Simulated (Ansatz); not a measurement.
`[NH2][SnH3]` and `[NH2][GeH3]` differ in one element.

Ansatz, PBE0-D4/def2-TZVP geometries, multiplicity 1. 

Elements past krypton have def2 core potentials. Scalar relativity is left out up to krypton.

```
                                                                                  property  `[NH2][SnH3]`
                                            size of the dipole moment (PBE/def2-TZVPP) / D           1.03
ideal-gas entropy at 298 K and 1 bar (rigid rotor, harmonic PBE0-D4/def2-TZVP) / J/(mol·K)            290
                                                       HOMO energy (B3LYP/def2-TZVPP) / eV          -6.97
                                                     HOMO–LUMO gap (B3LYP/def2-TZVPP) / eV           6.50
                                                     LUMO energy (ωB97M-V/def2-TZVPP) / eV           1.20
                                          size of the dipole moment (B3LYP/def2-TZVPP) / D           1.07
```

(1) Give the same properties after the change, and the shifts. (Best estimate.)

Results:

(1) Ansatz gave: 
```
                                                                                  property  `[NH2][GeH3]`  shift
                                            size of the dipole moment (PBE/def2-TZVPP) / D           1.09   0.06
ideal-gas entropy at 298 K and 1 bar (rigid rotor, harmonic PBE0-D4/def2-TZVP) / J/(mol·K)            275    -15
                                                       HOMO energy (B3LYP/def2-TZVPP) / eV          -7.08  -0.11
                                                     HOMO–LUMO gap (B3LYP/def2-TZVPP) / eV           7.19   0.69
                                                     LUMO energy (ωB97M-V/def2-TZVPP) / eV           1.98   0.78
                                          size of the dipole moment (B3LYP/def2-TZVPP) / D           1.11   0.04
```

With PBE0 the HOMO falls by 0.12 eV and the LUMO rises by 0.60 eV, so the gap widens by about 0.72 eV. PBE moves the HOMO by -0.08 eV and ωB97M-V by -0.13 eV. Dipoles are sizes alone; their direction can turn.

B3LYP here is the variant with VWN-RPA as its local correlation; programs differ in this.
